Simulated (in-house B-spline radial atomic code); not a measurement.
## Ionising the indium ion In¹⁸⁺ with different functionals

Computed with a radial B-spline atomic code at the basis-set limit: scalar-relativistic (spin-free X2C) Hamiltonian, Fermi nucleus of rms radius 4.6156 fm, spin-polarised at highest spin, spherical fractional occupations for the functionals, the average over the highest-spin determinants for Hartree-Fock. The ionisation energy is the difference of two self-consistent energies, [Ar] 3d10 4s2 4p1 → [Ar] 3d10 4s2, without Breit or QED terms; ε is the level of the shell that loses the electron (its least bound occupied spin orbital). There is no spin-orbit coupling in this Hamiltonian.

Hybrids are left out here: with spherical fractional occupations of an open shell their exact exchange keeps a self-interaction that integer-occupation calculations don't have.

| method | rung | ΔSCF (eV) | -ε(4p) (eV) |
| --- | --- | --- | --- |
| Hartree-Fock | Hartree-Fock | 485.92 | 486.19 |
| LDA PW92 | LDA | ? | ? |
| BLYP | GGA | 487.81 | 473.91 |
| TPSS | meta-GGA | ? | ? |

Task: What does LDA PW92 give?

Result: ΔSCF 488.18 eV, and -ε(4p) = 474.21 eV.

Task: What does TPSS give?

Result: ΔSCF 487.12 eV, and -ε(4p) = 473.61 eV.

Task: Among the functionals, which spreads more, the ΔSCF values or the orbital energies?

Result: The ΔSCF values: ΔSCF values span about 1.06 eV and the orbital energies 0.59 eV.

Task: How do they compare with the NIST value?

Result: NIST lists 497.1 eV ± 0.3 (semi-empirical, ground level to ground level). Errors run from -11.18 to -8.92 eV. The correlated functionals all miss on the same side by more than they spread, so the cause is common to them (spin-orbit coupling, Breit-QED terms, multiplet and fine-structure energies, or a listed next ion that isn't the cheapest removal here) and closeness doesn't rank the functionals. Hartree-Fock also lacks correlation.
